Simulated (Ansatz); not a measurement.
C2H8F2In2O2, SMILES `C[O+]1[In@H-]([F])[O+](C)[In@@H-]1[F]`. Total charge 0; spin multiplicity 1. In takes the def2 core potential. The geometry is a stationary point of PBE0-D4/def2-TZVP.

```xyz
16

C    -0.607   -2.047    1.326
O    -0.909   -1.140    0.273
In   -1.300    0.912    0.699
F    -0.076    1.263    2.181
O    -0.019    1.101   -0.994
C     1.027    2.065   -1.000
In    0.404   -0.949   -1.396
F     2.158   -1.176   -0.566
H     0.318   -1.772    1.838
H    -1.425   -2.057    2.052
H    -0.503   -3.059    0.924
H    -2.890    1.472    0.572
H     1.528    2.061   -1.972
H     0.612    3.064   -0.840
H     1.764    1.859   -0.220
H    -0.082   -1.596   -2.880
```

**Question.** What is the dipole moment at PBE/def2-TZVPP? (Estimate.)

**Answer.** Ansatz gave: 3.47 D, with components (-2.74, -0.12, -2.12) D in this frame, pointing from negative to positive charge.

**Question.** And with r2SCAN, B3LYP, ωB97M-V? (Estimate.)

**Answer.** The calculation gave: r2SCAN 3.60 D, B3LYP 3.67 D, ωB97M-V 3.63 D.

**Question.** Give the Mulliken charges with PBE, r2SCAN, B3LYP in def2-TZVPP. (Estimate.)

**Answer.** The calculation gave: 
```
atom    PBE  r2SCAN  B3LYP
  C1  -0.15   -0.01  -0.14
  O2  -0.53   -0.61  -0.61
 In3   0.90    0.99   1.02
  F4  -0.47   -0.51  -0.52
  O5  -0.53   -0.61  -0.61
  C6  -0.15   -0.01  -0.14
 In7   0.90    0.99   1.02
  F8  -0.47   -0.51  -0.52
  H9   0.15    0.11   0.15
 H10   0.10    0.06   0.10
 H11   0.10    0.06   0.10
 H12  -0.09   -0.09  -0.10
 H13   0.10    0.06   0.10
 H14   0.10    0.06   0.10
 H15   0.15    0.11   0.15
 H16  -0.09   -0.09  -0.10
```

B3LYP here is the variant with VWN-RPA as its local correlation; programs differ in this.
